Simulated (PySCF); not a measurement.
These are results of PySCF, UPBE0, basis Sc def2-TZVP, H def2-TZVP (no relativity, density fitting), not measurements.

```xyz
3
charge 0 multiplicity 2, angstrom
Sc    0.0151   -0.0358    0.0000
H    -0.3375    0.7984    1.5807
H    -0.3375    0.7984   -1.5807
```

ScH2 (doublet), along the line from Sc1 (at 0) through H2 (at 1.822 Å).

Q: Tabulate the fields along this line at -0.55, -0.46, -0.36, -0.27, -0.18, -0.09, 0.09, 0.18, 0.27, 0.36, 0.46, 0.55, 0.64, 0.73, 0.82, 0.91, 1.00, 1.09, 1.18, 1.28, 1.37, 1.46, 1.55, 1.64, 1.73, 1.91, 2.00, 2.10, 2.19, 2.28, 2.37, 2.46, 2.55, 2.64, 2.73, 2.82, 2.91 Å.

A: 
| distance (Å) | electron density (e/Å³) | spin density (e/Å³) | electron localisation function | electrostatic potential (V) |
| --- | --- | --- | --- | --- |
| -0.55 | 5.04 | 0.46 | 0.924 | 71.5 |
| -0.46 | 7.28 | 0.669 | 0.85 | 113 |
| -0.36 | 9.32 | 0.824 | 0.385 | 188 |
| -0.27 | 17.3 | 0.743 | 0.166 | 331 |
| -0.18 | 90.5 | 0.27 | 0.804 | 659 |
| -0.09 | 405 | 0.0114 | 0.525 | 1930 |
| 0.09 | 407 | 0.105 | 0.53 | 1930 |
| 0.18 | 91 | 0.326 | 0.817 | 659 |
| 0.27 | 16.5 | 0.586 | 0.159 | 332 |
| 0.36 | 8.26 | 0.603 | 0.287 | 190 |
| 0.46 | 6.4 | 0.493 | 0.764 | 115 |
| 0.55 | 4.45 | 0.355 | 0.862 | 72.7 |
| 0.64 | 2.82 | 0.242 | 0.837 | 47.9 |
| 0.73 | 1.74 | 0.164 | 0.729 | 32.7 |
| 0.82 | 1.11 | 0.111 | 0.551 | 23 |
| 0.91 | 0.775 | 0.0753 | 0.402 | 16.6 |
| 1.00 | 0.617 | 0.0519 | 0.379 | 12.2 |
| 1.09 | 0.568 | 0.0365 | 0.521 | 9.39 |
| 1.18 | 0.591 | 0.0261 | 0.779 | 7.87 |
| 1.28 | 0.665 | 0.0184 | 0.944 | 7.78 |
| 1.37 | 0.785 | 0.012 | 0.99 | 9.58 |
| 1.46 | 0.958 | 0.00567 | 0.998 | 14.4 |
| 1.55 | 1.21 | -0.00128 | 1 | 24.8 |
| 1.64 | 1.55 | -0.00956 | 1 | 48.9 |
| 1.73 | 2.03 | -0.0201 | 1 | 126 |
| 1.91 | 1.88 | -0.0273 | 1 | 126 |
| 2.00 | 1.3 | -0.0219 | 1 | 48.7 |
| 2.10 | 0.901 | -0.0174 | 1 | 24.1 |
| 2.19 | 0.621 | -0.0136 | 1 | 12.9 |
| 2.28 | 0.434 | -0.0105 | 1 | 6.94 |
| 2.37 | 0.306 | -0.00803 | 1 | 3.51 |
| 2.46 | 0.217 | -0.00605 | 1 | 1.47 |
| 2.55 | 0.154 | -0.00453 | 1 | 0.24 |
| 2.64 | 0.111 | -0.00338 | 1 | -0.499 |
| 2.73 | 0.0804 | -0.00253 | 1 | -0.934 |
| 2.82 | 0.0586 | -0.00191 | 1 | -1.18 |
| 2.91 | 0.0428 | -0.00144 | 1 | -1.31 |

On a grid of 0.09 Å the density has a local minimum along the bond near 1.09 Å from Sc, at 0.57 e/Å³, where the ELF is 0.52.

With open d or f shells other occupations or spin states may lie lower.
